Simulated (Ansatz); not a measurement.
This geometry of AsBFH₅Si (9 atoms, charge 0, multiplicity 1) is a first-order saddle point.

All numbers below come from RKS CAM-B3LYP/def2-SVP (Ansatz).

```xyz
9
Properties=species:S:1:pos:R:3
B -0.746 0.642 0.570
Si 0.995 0.880 -0.290
F 2.447 0.730 0.411
As -0.193 -1.236 -0.266
H -1.618 1.158 -0.092
H -0.840 0.617 1.771
H 1.259 1.239 -1.706
H -1.184 -1.816 -1.224
H -0.033 -2.260 0.810
```

Q: Which two structures does it join? (They come from a converged band through this point; their orientation in space is the band's.)

A: No bond is made or broken. The height of As4 over the plane of its neighbours goes from -0.93 to 0.94 Å.

Image 0:

```xyz
9
Properties=species:S:1:pos:R:3
B -0.714 1.018 0.755
Si 0.839 0.464 -0.331
F 2.275 0.627 0.421
As 0.402 -1.870 -0.553
H -1.777 1.205 0.219
H -0.664 1.017 1.958
H 0.993 1.035 -1.694
H -0.780 -1.607 -1.477
H -0.485 -1.935 0.685
```

Image 6:

```xyz
9
Properties=species:S:1:pos:R:3
B -0.746 1.322 0.906
Si 0.486 0.376 -0.345
F 1.962 0.141 0.310
As -0.502 -1.701 -0.939
H -1.823 1.685 0.503
H -0.480 1.507 2.066
H 0.696 1.131 -1.612
H 0.847 -2.250 -1.378
H -0.350 -2.258 0.470
```

Q: How far does it lie above each of them?

A: 48.3 kJ/mol above the first and 45.1 kJ/mol above the second. This is the barrier of this one path; another mechanism may lie lower.

The run took 5.6 min on 2 threads of AMD EPYC 9R14 (Zen 4), with other jobs on the host, peak memory 0.28 GiB.
